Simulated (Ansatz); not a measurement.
Saddle point of SiH3O2F, closed shell (SiHOF ([OH][Si][F]) + H₂O → SiH₂O₂ ([OH][Si][OH]) + HF; bonds formed: Si1–O4, F2–H3; bonds broken: Si1–F2, H3–O4), PBE0-D4/def2-TZVP structure:

```json
{"atom": "Si1", "x (Å)": "0.6734", "y (Å)": "-0.3963", "z (Å)": "0.9227"}
{"atom": "F2", "x (Å)": "0.6679", "y (Å)": "-1.0689", "z (Å)": "-1.0155"}
{"atom": "H3", "x (Å)": "-0.3733", "y (Å)": "-0.9162", "z (Å)": "-0.7169"}
{"atom": "O4", "x (Å)": "-1.0425", "y (Å)": "-0.5839", "z (Å)": "0.3153"}
{"atom": "O5", "x (Å)": "0.9578", "y (Å)": "1.1823", "z (Å)": "0.5382"}
{"atom": "H6", "x (Å)": "-1.5798", "y (Å)": "0.2126", "z (Å)": "0.2573"}
{"atom": "H7", "x (Å)": "0.6966", "y (Å)": "1.5704", "z (Å)": "-0.3012"}
```

Energies are electronic, without zero-point energy. Barriers and step energies count from the start structure reached by relaxing down the imaginary mode; all methods use the PBE0-D4 structures, on which another method's saddle can fall below an end. Computed with Ansatz 0.2.0 (basis: def2-TZVPP, with def2-QZVPP for the basis limit); correlated methods freeze the cores. B3LYP uses VWN-RPA correlation. Extrapolation: Hartree–Fock as exp(−7.88 √X), correlation as X^−2.97.

```tsv
method	barrier (kcal/mol)	step energy (kcal/mol)
SPW92	13.13	11.95
PBE-D4	18.06	10.70
BLYP-D4	20.18	9.71
r2SCAN-D4	20.27	11.78
B97M-V	23.92	11.98
PBE0-D4	20.58	10.76
B3LYP-D4	?	9.92
r2SCAN0-D4	?	11.53
BHLYP-D4	24.82	10.44
CAM-B3LYP-D4	21.61	10.46
wB97X-V	?	11.53
wB97M-V	22.00	11.81
B2PLYP	22.14	9.53
PBE-QIDH	21.91	10.38
RPA on PBE	21.80	8.93
HF	31.63	9.46
MP2	21.42	9.25
CCSD	24.04	9.28
CCSD(T)	22.44	9.31
```

**Question.** Fill in the withheld barriers. (An estimate is asked for; the value comes from the calculation.)

**Answer.** By the calculation: B3LYP-D4 21.85; wB97X-V 22.16; r2SCAN0-D4 21.85 kcal/mol. Each is the energy of the saddle less that of the start structure, by the same method.

For comparison, the barrier by CCSD(T) at an estimated basis limit (MP2 extrapolated from triple and quadruple zeta, plus CCSD(T) − MP2 in triple zeta) is 22.98 kcal/mol.

T1 diagnostic: at most 0.014.

Labels in which every atom is bracketed show which atoms are joined, not bond orders.

For scale, one of the runs: CCSD(T)/def2-TZVPP, 177 basis functions, launched by `ansatz run in.yaml --threads 2 --pin off --events-out ev --progress --plain --max-ram 4352MiB`. Hardware: 2 CPU threads of an Intel Xeon 6975P-C, shared host. Wall time 26 s; peak host memory 1.8 GiB.
